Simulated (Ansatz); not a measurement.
Species: HgI (charge +1, singlet). SMILES: [I][Hg+]
Coordinates optimised at B3LYP-D3(BJ)/def2-TZVP (Ansatz, an electronic-structure program):
```xyz
2

Hg     0.0000     0.0000    -1.0354
I      0.0000     0.0000     1.5629
```
Charge +1, spin multiplicity 1.

Quantity: vertical electron affinity (to the doublet state of charge +0; a negative value means that the extra electron is unbound and the number depends on the basis; each state is the SCF solution reached for its spin), in eV. Valence correlation only, unless marked. UHF or UKS for open shells. No spin-orbit coupling. The frozen core is the preceding noble-gas configuration, with the filled d and f shells of earlier blocks. In def2 rows, elements after Kr have scalar-relativistic effective core potentials. CBS(X,Y): correlation extrapolated as X^-3; Hartree-Fock from the larger set.

| level | program | vertical electron affinity (eV) |
|---|---|---|
| PBE/def2-TZVPD | Ansatz | 8.60 |

What does CCSD(T)/CBS(def2-TZVPPD,def2-QZVPPD) (Ansatz) give?

8.67 eV, so PBE/def2-TZVPD differs from it by -0.07 eV.
